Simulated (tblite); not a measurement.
C2H6Cl2Si, charge -1, doublet, at a GFN2-xTB geometry (a state made from the parent by changing its charge; the spin is typed, not shown lowest); tblite with GFN1-xTB.

Here is a job for tblite.
```
$ tblite run mol.xyz --method gfn1 --charge -1 --spin 1 --spin-polarized --json tblite.json --no-restart

# file mol.xyz
11

C      1.42650279    -1.09765924    -0.30315678
Si     0.01213736     0.16509109    -0.03165282
C     -1.56388176    -0.70217827     0.62622317
Cl     0.76305449     0.79178801     2.13220720
Cl    -0.69452658     0.10064806    -2.29070594
H      1.11420848    -1.87858725    -0.99280464
H      2.30728618    -0.62012116    -0.72403909
H      1.71703127    -1.55674218     0.63856189
H     -2.37176399     0.00847255     0.77886613
H     -1.91241609    -1.45110271    -0.08106818
H     -1.36496922    -1.18558243     1.57970349
```

Question: What does tblite print? Leave out banner, timings and long lists.

Answer: 
```
xTB calculator
 | screened Coulomb repulsion
 | Coulomb electrostatics
 |  * isotropic Klopman-Ohno-Mataga-Nishimoto electrostatics
 |  * onsite third-order electrostatics
 | DFT-D3(BJ) dispersion correction
 | Interactions (1)
 | [1] spin polarization

halogen bonding energy    0.0000000000000E+00 Eh
repulsion energy          1.2475097700168E-01 Eh
dispersion energy        -4.8001289557305E-03 Eh
interaction energy        0.0000000000000E+00 Eh
number of electrons       3.3000000000000E+01 e
integral cutoff           2.8146159136829E+01 bohr

------------------------------------------------------------
  cycle        total energy    energy error   density error
------------------------------------------------------------
      1     -18.10459150582  -1.8224542E+01   3.5819180E-01
      2     -18.12086826113  -1.6276755E-02   2.2393207E-01
      3     -18.12121674401  -3.4848288E-04   1.8165138E-02
      4     -18.12238667976  -1.1699357E-03   6.1986892E-03
      5     -18.12247166585  -8.4986090E-05   3.4189156E-03
      6     -18.12247766257  -5.9967244E-06   9.9552684E-04
      7     -18.12247802329  -3.6071646E-07   4.5447556E-04
      8     -18.12247838649  -3.6320488E-07   6.8992400E-05
      9     -18.12247838688  -3.8986059E-10   4.0411064E-05
     10     -18.12247839371  -6.8332433E-09   1.0183137E-05
------------------------------------------------------------

electronic energy        -1.8242429241760E+01 Eh
total energy             -1.8122478393714E+01 Eh

Post processing:
 | Mayer-Wiberg bond orders

[Info] JSON dump of results written to 'tblite.json'
```
